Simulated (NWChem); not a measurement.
Molecule: SnNH4O2F; SMILES [NH2][Sn]([OH])([OH])[F]

```xyz
9

N     -0.9405    -1.6089    -0.8779
Sn    -0.0188     0.0012    -0.0102
O     -1.2593     1.1479     1.0466
O      0.8987     1.2585    -1.2565
F      1.3804    -0.7811     1.1193
H     -0.8261    -2.4107    -0.2390
H     -1.9532    -1.4223    -0.9313
H     -0.8538     2.0329     1.1461
H      1.6187     0.7816    -1.7155
```
Atoms are numbered in this order, from 1.

Program: NWChem. Medium grid unless said otherwise, to which SCAN and Minnesota functionals are sensitive. Structure relaxed at the PBE-D3(BJ)/def2-SVP level. Not confirmed as a minimum by frequencies. def2 effective core potentials on Sn; no spin-orbit coupling. Hybrids' shares of exact exchange are those that their runs print; pure functionals count as 0. The functionals differ in more than this share.

```
row               share of exact exchange  orbital gap (eV)
----------------  -----------------------  ----------------
PBE/def2-SVP                         0.00              4.01
B97-D/def2-SVP                       0.00              4.04
B3LYP/def2-SVP                       0.20              5.91
B97-2/def2-SVP                       0.21              6.17
r2SCAN0/def2-SVP                     0.25          withheld
```

Question: Fit a straight line of the last column on the one before it, predict the withheld value, and compare with the run.

Answer: 
1. Means of the 4 shown rows: x = 0.103, y = 5.033. Slope Σ(x − x̄)(y − ȳ)/Σ(x − x̄)² = 0.4144/0.04208 = 9.848; intercept 4.023.
2. The shown rows scatter about the line by 0.058 (root mean square); the largest residual is -0.08, at B3LYP/def2-SVP.
3. At x = 0.25 (r2SCAN0/def2-SVP; beyond the shown range) the line gives 6.48.
4. The run gives 6.95, +0.47 from the line, 8.1 times the scatter.
